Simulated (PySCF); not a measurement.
Input of a run (PBE0-D3(BJ)/def2-SVP geometry optimisation, gas phase (PySCF 2.14.0)), started from GFN2-xTB:
```
{"job": {"xc": "PBE0", "basis": "def2-SVP", "d3": "d3bj", "grid": 1, "kind": "geom"}, "charge": 0, "multiplicity": 1}
C     -1.112450    -0.123233    -0.488198
C      0.060834    -0.340511     0.451672
Cl     0.739858    -1.994310     0.197625
C      1.173247     0.631858     0.251544
Cl     1.823099     0.673370    -1.323686
Se     1.789358     1.663288     1.535012
H     -1.527013     0.869328    -0.322010
H     -1.882953    -0.864779    -0.295779
H     -0.794511    -0.206222    -1.524186
H     -0.260588    -0.304136     1.495477
```

Output (energies in Eh, forces in Eh/bohr):
```
step   0  E = -3437.27370321  max force = 0.011159
step   1  E = -3437.27455081  max force = 0.003732
step   2  E = -3437.27457438  max force = 0.002081
step   3  E = -3437.27460777  max force = 0.001261
step   4  E = -3437.27462705  max force = 0.000872
step   5  E = -3437.27463881  max force = 0.000186
optimisation converged
```

Task: Summarise the run.

Result: The energy falls by 0.025 eV over 6 energy and gradient evaluations, the largest force component goes from 0.0112 to 1.9e-04 Eh/bohr, and the atoms move by 0.065 Å rms after alignment. The bond that changes most is C4–Cl5 (ends: carbon bonded to C, Cl and Se; chlorine bonded to C), which lengthens by 0.020 Å. Bonds longer at the end by more than 0.005 Å: 5 of 9; shorter: 0. Among the angles that change most is C4–C2–H10, from 109.0° to 107.0°. The energy never rose by more than 1e-6 Eh on the way. The first step brought 91 % of the lowering.

Task: What are the final bond lengths?

Result: C1–C2 1.517 Å, C2–Cl3 1.801 Å, C2–C4 1.508 Å, C4–Cl5 1.724 Å, C4=Se6 1.754 Å, C1–H7 1.101 Å, C1–H8 1.099 Å, C1–H9 1.099 Å, C2–H10 1.097 Å. Numbering counts from 1 in the input's order; the species is `ClC([C@H](Cl)C)=[Se]`.

The run used 130 basis functions and 44 SCF cycles in all.

Whether it is a minimum is left open (no frequencies). One conformer, not necessarily the lowest.

Shape of the structure used: `[CH3:1][C@@H:2]([Cl:3])[C:4]([Cl:5])=[Se:6]`: C1–C2–C4–Cl5 -63°.
